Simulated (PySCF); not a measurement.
The complex [FeF6]4- (charge -4) contains Fe(II), shell d6. The structure is a PBE0-D3(BJ)/def2-SVP, IEF-PCM water geometry optimised for multiplicity 5; coordination octahedral, point group D4h, metal–donor distances 2.06–2.17 Å.

```
7

Fe    0.0000    0.0000    0.0000
F     0.0000    2.1752    0.0000
F     0.0000   -2.1752    0.0000
F     0.0000    0.0000    2.0594
F     0.0000    0.0000   -2.0594
F     2.1752    0.0000    0.0000
F    -2.1752    0.0000    0.0000
```

Method (PySCF 2.14, density fitting): CASSCF(6,5) with orbitals averaged over all microstates of the shell, strongly contracted NEVPT2 on the averaged canonical orbitals; basis x2c-TZVPall; spin-free X2C; IEF-PCM water; spin-orbit coupling by state interaction with the mean-field operator over all roots.

Task: Which term lies lowest, and with what spin?

Result: 5B2g (from 5T2g) (S = 2, orbital degeneracy 1), with 4.0 electrons in the lower (t2g-type) set and 2.0 in the upper (eg-type) set, by NEVPT2.

Task: List the excited states of the same spin.

Result: By NEVPT2: 5Eg (from 5T2g) at 766 cm⁻¹; 5B1g (from 5Eg) at 6496 cm⁻¹ (1539 nm); 5A1g (from 5Eg) at 8906 cm⁻¹ (1123 nm). All are electric-dipole forbidden at this geometry.

Task: Which is the lowest state of another spin?

Result: 3A2g (from 3T1g) at 15232 cm⁻¹ by NEVPT2; CASSCF alone puts it at 18229 cm⁻¹ above the same ground state.

Task: What ligand-field parameters describe the result?

Result: At CASSCF level (the NEVPT2 levels don't fit a ligand-field model well): orbital energies 0, 651, 651, 5004, 7121 cm⁻¹; 10Dq = 5628 cm⁻¹ (difference of the means of the two sets); B = 1155 cm⁻¹; C = 4279 cm⁻¹; B over its free-ion value at the same level 0.978; rms of the fit 95 cm⁻¹; ζ = 407 cm⁻¹ (free ion 412).

Task: What magnetic behaviour follows?

Result: The ground multiplet can be fitted only roughly by a spin Hamiltonian with S = 2, g = 2.096, 2.214, 2.214, D = 7.28 cm⁻¹, E/|D| = 0.00 (spin-orbit part alone); the lowest levels hold 93 % of the spin-free ground state. μeff is 5.46 μB at 300 K and 5.12 μB at 10 K; the spin-only value is 4.90 μB.

No frequencies were computed for the optimised geometry. NEVPT2 lifts 5B1g (from 5Eg) from 5390 to 6496 cm⁻¹; on the d shell alone it tends to overshoot states that fill the eg-type orbitals. Gaps between spin states lean to high spin in this active space.

The job took 24 s on one thread of Arm Neoverse V2 (shared host), with 234 basis functions and a peak of 0.81 GiB, launched as `OMP_NUM_THREADS=1 python lf_run.py task.json out`.
